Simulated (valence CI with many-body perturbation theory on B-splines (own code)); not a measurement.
La VII: electric-dipole lines

Level of theory: configuration interaction combined with many-body perturbation theory (CI+MBPT): five valence electrons over a frozen Dirac-Fock core [Kr] 4d10, radial functions for each j: 7 s, 7 p, 7 d, 7 f, 4 g, 2 h, with the one-electron correlation potential Σ1, the two-electron term Σ2, the three-electron term Σ3, Breit, model QED; selected CI, second order for the rest, scaled by the run's own slope (own B-spline code, finite nucleus).

With an open or low-lying f shell, different configurations can be misplaced against each other by up to about 5,000 cm⁻¹. No measured spectrum was set against this ion. As an estimate, levels hold to about 250 cm⁻¹ or 0.2 % of their energy and the worst to 1 %, as in measured heavy ions of charge 2 to 7; those with d or f electrons hold less well. Core correlation moves these levels by up to 19000 cm⁻¹, and in measured spectra 5 to 20 % of such shifts remained as error; rates that hang on mixing are uncertain with them. Among the levels kept, up to 680 cm⁻¹ of a level comes from second order outside the variational space, and about a tenth of that is noise between levels of different J, which matters for small intervals.

Lines 151 to 160 of 160 in falling wavelength, among levels below 28.031 eV, chosen from the strongest by gf and those to the six lowest levels. Wavelengths and rates use the calculated energies, so an error of 300 cm⁻¹ moves a line at 51.14 nm by 0.15 % and its rate by three times that or more. Electric multipoles are in the length gauge, E1 and E2 with the static RPA response of the core. Weak lines are less certain than strong ones. Lines between different terms over intervals too small for the method are left out, as are lines whose strength nearly cancels. The highest levels of a list are the least certain.

Names give the largest LS component (configuration and term), which can be under half, so a name can repeat, a term be missing and a line seem to break the LS rules; names also repeat where a configuration has a term twice.

```
λ vac (nm)              Upper            Lower   A (s⁻¹)  log gf  Branch %
     51.14  5s2 5p2 5d 2F_5/2  5s2 5p3 2D°_3/2  3.97e+06   -3.03       0.6
     50.55  5s2 5p2 5d 2P_3/2  5s2 5p3 4S°_3/2  1.60e+08   -1.61       8.6
     50.43  5s2 5p2 5d 4D_1/2  5s2 5p3 2D°_3/2  6.26e+08   -1.32      45.3
     49.97      5s 5p4 2P_1/2  5s2 5p3 4S°_3/2  6.44e+08   -1.32      13.6
     49.45  5s2 5p2 5d 4D_3/2  5s2 5p3 2D°_3/2  3.07e+08   -1.35       6.6
     49.43  5s2 5p2 5d 4F_3/2  5s2 5p3 4S°_3/2  7.81e+08   -0.94      26.5
     48.51  5s2 5p2 5d 4F_5/2  5s2 5p3 4S°_3/2  1.92e+09   -0.39      83.5
     46.41  5s2 5p2 5d 2F_5/2  5s2 5p3 4S°_3/2  4.54e+08   -1.06      64.1
     45.83  5s2 5p2 5d 4D_1/2  5s2 5p3 4S°_3/2  2.64e+05   -4.78       0.0
     45.02  5s2 5p2 5d 4D_3/2  5s2 5p3 4S°_3/2  1.96e+09   -0.62      42.2
```

How does gf follow from A for the line at 46.41 nm?

gf = 1.4992 × (2J+1)_upper × A / σ², with σ = 215468 cm⁻¹ and 2J+1 = 6: gf = 0.0880.
